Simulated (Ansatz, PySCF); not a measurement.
Species: sum formula H2SiO2F (charge 0, doublet). It need not be the lowest isomer of its formula. 
Geometry from a B3LYP-D3(BJ)/def2-TZVP (Ansatz, a first-principles code) optimisation:
```
Si
F 1 1.6015
O 1 1.6363 2 105.43
H 3 0.9619 1 117.75 2 -163.97
O 1 1.6456 2 111.15 3 -116.55
H 5 0.9618 1 118.46 2 -70.13
```
Charge 0, spin multiplicity 2.

Dipole moments at this geometry, in debye (magnitudes).

| level | program | dipole (D) |
|---|---|---|
| HF/def2-TZVPD | PySCF | 2.77 |
| SVWN5/def2-TZVPD | Ansatz | 2.44 |
| PBE/def2-TZVPD | Ansatz | … |
| BLYP/def2-TZVPD | Ansatz | 2.40 |
| r2SCAN/def2-TZVPD | Ansatz | 2.44 |
| B97M-V/def2-TZVPD | Ansatz | 2.43 |
| B3LYP/def2-TZVPD | Ansatz | 2.51 |
| PBE0/def2-TZVPD | PySCF | 2.50 |
| TPSSh/def2-TZVPD | PySCF | 2.44 |
| M06-2X/def2-TZVPD | PySCF | 2.62 |
| CAM-B3LYP/def2-TZVPD | Ansatz | 2.57 |
| LC-wPBE/def2-TZVPD | Ansatz | 2.56 |
| CCSD(T)/aug-cc-pV(D+d)Z | Ansatz | … |

Q: Complete the blanks.

A: 
- PBE/def2-TZVPD, dipole (D): 2.37
- CCSD(T)/aug-cc-pV(D+d)Z, dipole (D): 2.52
